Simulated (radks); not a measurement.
The thallium ion Tl+, configuration [Xe] 4f14 5d10 6s1 6p1 (not the ground configuration). Calculated with a radial shooting solver on a logarithmic mesh with Libxc functionals: Dirac Kohn-Sham, BLYP, spin-unpolarised, spherical densities, finite nucleus; open shells are shared between the two j in proportion to 2j + 1; Fermi nuclear charge, rms radius 5.4759 fm.

X-ray form factor f0, the Fourier transform of the density (f0(0) = 80):

sin(theta)/lambda (1/angstrom)  f0 (electrons)
0.05                                    78.991
0.1                                     76.333
0.15                                    72.748
0.2                                     68.808
0.25                                    64.836
0.3                                     61.006
0.4                                     54.083
0.5                                     48.264
0.6                                     43.415
0.8                                     35.722
1                                       29.675
1.25                                    23.810
1.5                                     19.684
2                                       15.143
